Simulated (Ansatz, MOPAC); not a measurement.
Species: 2-methylprop-2-ene-1-selenol, C₄H₈Se, charge 0, multiplicity 1. SMILES: C=C(C)C[SeH]

Atoms: C1, C2, C3, C4, Se5, H6, H7, H8, H9, H10, H11, H12, H13. Bonds: C1-C2, C1-H6, C1-H7, C2-C3, C2-C4, C3-H8, C3-H9, C3-H10, C4-Se5, C4-H11, C4-H12, Se5-H13.

Bond lengths (Å) and angles (degrees) optimised at AM1 with MOPAC; PM3 with MOPAC; PM7 with MOPAC; MNDO with MOPAC; HF/3-21G with Ansatz (a program for electronic structure); B3LYP/LANL2DZ with Ansatz, each started from the B3LYP-D3(BJ)/def2-TZVP structure (Ansatz) of the last column. A row stands for all coordinates that are equal there; 13 of 29 kinds are shown. No wavenumbers were computed at MNDO, B3LYP/LANL2DZ, so these may be saddle points.

```
coordinate             AM1    PM3    PM7   MNDO  HF/3-21G  B3LYP/LANL2DZ  B3LYP-D3(BJ)/def2-TZVP
----------  --------------  -----  -----  -----  --------  -------------  ----------------------
C1-C2                1.339  1.334  1.338  1.350     1.319          1.353                   1.331
C1-H6                1.097  1.086  1.077  1.089     1.073          1.088                   1.083
C2-C3                1.485  1.487  1.494  1.509     1.513          1.516                   1.500
C2-C4                1.468  1.473  1.479  1.497     1.504          1.510                   1.494
C3-H8                1.119  1.100  1.100  1.111     1.085          1.099                   1.093
C3-H9                1.119  1.098  1.100  1.111     1.086          1.100                   1.094
C3-H10      1.111 to 1.117  1.098  1.098  1.108     1.081          1.095                   1.089
C4-Se5               1.966  1.962  1.966  1.971     1.994          2.049                   1.997
C1-C2-C3             122.0  122.5  122.1  121.8     122.5          122.4                   122.6
C1-C2-C4             122.2  121.8  122.2  121.4     121.4          120.7                   120.7
C3-C2-C4             115.8  115.8  115.8  116.8     116.1          116.9                   116.7
C2-C4-Se5            109.0  105.4  110.7  111.9     114.6          114.5                   114.1
C2-C1-H6             122.3  122.6  123.6  123.6     121.7          121.6                   121.5
```

A range marks coordinates that this level makes unequal.

Mean signed difference of all 12 bond lengths from B3LYP-D3(BJ)/def2-TZVP: AM1 0.003 Å, PM3 -0.001 Å, PM7 -0.002 Å, MNDO 0.008 Å, HF/3-21G -0.004 Å, B3LYP/LANL2DZ 0.014 Å.
